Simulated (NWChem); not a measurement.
System meant: MoN3H4F; SMILES [Mo](=[NH])([F])([NH2])=[NH]

Here is an NWChem input.

```
start job
memory heap 200 mb stack 900 mb global 1100 mb
geometry units angstroms noautoz
  Mo     0.006086    -0.045359     0.021308
  N      1.177853     0.172885    -1.221900
  H      1.518235     0.308734    -2.170835
  N     -1.600604     0.077159    -0.586984
  H     -2.327498     0.177036    -1.291735
  F      0.246146    -1.721363     0.819557
  N      0.238792     1.413456     1.258624
  H      1.093803     1.957857     1.324209
  H     -0.536947     1.901119     1.697078
end
basis spherical
  * library def2-svp
end
ecp
  Mo library def2-ecp
end
dft
  xc xpbe96 cpbe96
  iterations 4
  mulliken
end
task dft energy
```

End of the output:

```
    Atom       Charge   Shell Charges
 -----------   ------   -------------------------------------------------------
    1 Mo  14    14.04   0.00  0.98  0.91  0.30  0.10  5.62  0.96  0.35  3.35  1.33  0.14
    2 N    7     7.08   1.97  0.80  0.47  2.20  1.60  0.03
    3 H    1     0.90   0.57  0.20  0.13
    4 N    7     7.08   1.97  0.80  0.47  2.20  1.60  0.03
    5 H    1     0.90   0.57  0.20  0.13
    6 F    9     9.13   1.98  1.02  0.76  3.18  2.17  0.01
    7 N    7     7.08   1.97  0.72  0.43  2.25  1.69  0.02
    8 H    1     0.90   0.58  0.19  0.13
    9 H    1     0.90   0.58  0.19  0.13

 center of mass
 --------------
 x =   0.01124065 y =   0.07502246 z =   0.00000000

 moments of inertia (a.u.)
 ------------------
         565.257797363308          -0.000038043674           0.000000000000
          -0.000038043674         491.847632271739          -0.000000000000
           0.000000000000          -0.000000000000         584.297907746733

     Multipole analysis of the density
     ---------------------------------

     L   x y z        total         alpha         beta         nuclear
     -   - - -        -----         -----         ----         -------
     0   0 0 0     -0.000000    -24.000000    -24.000000     48.000000

     1   1 0 0     -0.430554     -1.061050     -1.061050      1.691545
     1   0 1 0     -1.236743      0.081027      0.081027     -1.398797
     1   0 0 1      0.000000      0.000000      0.000000      0.000000

     2   2 0 0    -28.432018    -87.408024    -87.408024    146.384030
     2   1 1 0     -3.184911      3.730043      3.730043    -10.644998
     2   1 0 1      0.000000      0.000000      0.000000     -0.000000
     2   0 2 0    -32.935703   -102.984686   -102.984686    173.033669
     2   0 1 1     -0.000000     -0.000000     -0.000000      0.000000
     2   0 0 2    -30.391027    -82.426254    -82.426254    134.461481

 ------------------------------------------------------------------------
 dft energy failed                                                                                  0
 ------------------------------------------------------------------------
 ------------------------------------------------------------------------
  current input line :
    25: task dft energy
 ------------------------------------------------------------------------
 ------------------------------------------------------------------------
 This type of error is most commonly associated with calculations not reaching convergence criteria
 ------------------------------------------------------------------------
 For more information see the NWChem manual at https://nwchemgit.github.io

0:dft energy failed:Received an Error in Communication
```

What is wrong, and how is it mended?

Convergence was not reached. Cause: the SCF was allowed too few iterations. This input runs:
```
start job
memory heap 200 mb stack 900 mb global 1100 mb
geometry units angstroms noautoz
  Mo     0.006086    -0.045359     0.021308
  N      1.177853     0.172885    -1.221900
  H      1.518235     0.308734    -2.170835
  N     -1.600604     0.077159    -0.586984
  H     -2.327498     0.177036    -1.291735
  F      0.246146    -1.721363     0.819557
  N      0.238792     1.413456     1.258624
  H      1.093803     1.957857     1.324209
  H     -0.536947     1.901119     1.697078
end
basis spherical
  * library def2-svp
end
ecp
  Mo library def2-ecp
end
dft
  xc xpbe96 cpbe96
  iterations 150
  mulliken
end
task dft energy
```
It converges to -334.37095 Ha (PBE/def2-SVP with def2 effective core potentials on Mo).
